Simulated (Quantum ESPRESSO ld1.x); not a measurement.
The numbers below are computed, except where a source is named.
Q: Coherent X-ray form factor from a spherical all-electron density. Level of theory: Dirac Kohn-Sham, PBE, spin-unpolarised, spherical densities, point nucleus (ld1.x of Quantum ESPRESSO 7.5).

sin(theta)/lambda (1/angstrom)  f0 (electrons)
0.05                                    72.597
0.1                                     71.419
0.15                                    69.557
0.2                                     67.147
0.25                                    64.345
0.3                                     61.312
0.4                                     55.102
0.5                                     49.314
0.6                                     44.273
0.8                                     36.282
1                                       30.176
1.25                                    24.282
1.5                                     20.059
2                                       15.332

The species is in the configuration that NIST lists as its ground one. Which atom or ion scatters so?

A: The lead ion Pb9+, [Xe] 4f14 5d5. Extrapolating in s^2 from the first two rows gives f0(0) = 73.0, near the electron count 73; among species with that count, the fall with angle is slower the higher Z, and the table is that of Z = 82; from so few rows the species is fixed only to a neighbour or two.
